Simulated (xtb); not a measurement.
O3Re (SMILES [O]=[Re+](=[O])=[O]), charge +1, singlet, geometry from GFN2-xTB (such geometries of metal compounds can be far from the true shape) (the multiplicity is a formal guess); GFN1-xTB run with xtb.

Input for xtb:
```
$ xtb mol.xyz --gfn 1 --chrg 1 --etemp 1000 --json

# file mol.xyz
4

Re     0.09410804    -0.07891784    -0.12125114
O     -1.30913754    -0.85427840     0.30762000
O     -0.42814776     1.44831601    -0.50727999
O      0.85502242     0.14581715     1.33638946
```

The log (banner, timings and long lists left out):

```
   ID    Z sym.   atoms
    1   75 Re     1
    2    8 O      2-4

           -------------------------------------------------
          |                Calculation Setup                |
           -------------------------------------------------

           -------------------------------------------------
          |                 G F N 1 - x T B                 |
           -------------------------------------------------

          ...................................................
          :                      SETUP                      :
          :.................................................:
          :  # basis functions                  22          :
          :  # atomic orbitals                  21          :
          :  # shells                            9          :
          :  # electrons                        24          :
          :  # halogen bonds                     0          :
          :  max. iterations                   250          :
          :  Hamiltonian                  GFN1-xTB          :
          :  restarted?                      false          :
          :  GBSA solvation                  false          :
          :  PC potential                    false          :
          :  electronic temp.         1000.0000000     K    :
          :  accuracy                    1.0000000          :
          :  -> integral cutoff          0.2500000E+02      :
          :  -> integral neglect         0.1000000E-07      :
          :  -> SCF convergence          0.1000000E-05 Eh   :
          :  -> wf. convergence          0.2000000E-04 e    :
          :  Broyden damping             0.4000000          :
          :  net charge                          1          :
          :  unpaired electrons                  0          :
          ...................................................

 iter      E             dE          RMSdq      gap      omega  full diag
   1    -15.3744889 -0.153745E+02  0.107E+01    1.05       0.0  T
   2    -13.7173520  0.165714E+01  0.183E+01    5.07       1.0  T
   3    -15.6690891 -0.195174E+01  0.395E+00    1.81       1.0  T
   4    -15.6347590  0.343301E-01  0.260E+00    1.57       1.0  T
   5    -15.6686179 -0.338588E-01  0.518E-01    1.92       1.0  T
   6    -15.6700589 -0.144105E-02  0.522E-02    1.86       1.0  T
   7    -15.6700718 -0.128648E-04  0.119E-02    1.86       4.2  T
   8    -15.6700724 -0.614860E-06  0.358E-03    1.86      14.0  T
[...]
         :: total energy             -15.584705560506 Eh    ::
[...]
        11        2.0000           -0.9049636             -24.6253
        12        2.0000           -0.8878990             -24.1610 (HOMO)
        13        0.0000           -0.8194480             -22.2983 (LUMO)
        14                         -0.7650488             -20.8180
        15                         -0.7650488             -20.8180
        16                         -0.6613740             -17.9969
        17                         -0.6613740             -17.9969
        18                         -0.5435420             -14.7905
        19                         -0.3044742              -8.2852
        20                         -0.3044742              -8.2852
        21                          0.0935832               2.5465
      -------------------------------------------------------------
                  HL-Gap            0.0684510 Eh            1.8626 eV
             Fermi-level           -0.8536591 Eh          -23.2292 eV

  Mulliken/CM5 charges         n(s)   n(p)   n(d)
     1Re    1.45777  2.08986   0.566  0.750  4.226
     2O    -0.15259 -0.36329   1.717  4.436  0.000
     3O    -0.15259 -0.36329   1.717  4.436  0.000
     4O    -0.15259 -0.36329   1.717  4.436  0.000

Wiberg/Mayer (AO) data.
largest (>0.10) Wiberg bond orders for each atom

 ---------------------------------------------------------------------------
     #   Z sym  total        # sym  WBO       # sym  WBO       # sym  WBO
 ---------------------------------------------------------------------------
     1  75 Re   6.768 --     2 O    2.256     3 O    2.256     4 O    2.256
     2   8 O    2.663 --     1 Re   2.256     4 O    0.204     3 O    0.204
     3   8 O    2.663 --     1 Re   2.256     4 O    0.204     2 O    0.204
     4   8 O    2.663 --     1 Re   2.256     3 O    0.204     2 O    0.204
 ---------------------------------------------------------------------------

Topologies differ in total number of bonds
Writing topology from bond orders to xtbtopo.mol

 dipole moment from electron density (au)
     X       Y       Z
   1.5502  -1.3000  -1.9973  total (Debye):    7.226

           -------------------------------------------------
          | TOTAL ENERGY              -15.584705560506 Eh   |
          | GRADIENT NORM               0.009131988818 Eh/α |
          | HOMO-LUMO GAP               1.862646158056 eV   |
           -------------------------------------------------

normal termination of xtb
```
